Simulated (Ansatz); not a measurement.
CH9NSi2, SMILES C[Si@@H](N)[SiH3].

Geometry: PBE0-D3(BJ)/def2-SVP. The structure was generated by enumeration; whether it is a known compound was not checked. One conformer was computed; it need not be the lowest.

Two levels are set side by side: PBE/def2-SVPD (Ansatz, an electronic-structure program) and PBE0/def2-SVPD (Ansatz). Energy differences of separate SCF runs at the same geometry; the states with an electron removed or added have multiplicity 2 and 2. Differences are taken from unrounded values.

```csv
quantity,PBE0,PBE,PBE minus PBE0
vertical ionisation energy (eV),8.80,8.55,-0.25
vertical singlet–triplet gap (eV),5.21,4.85,-0.36
```
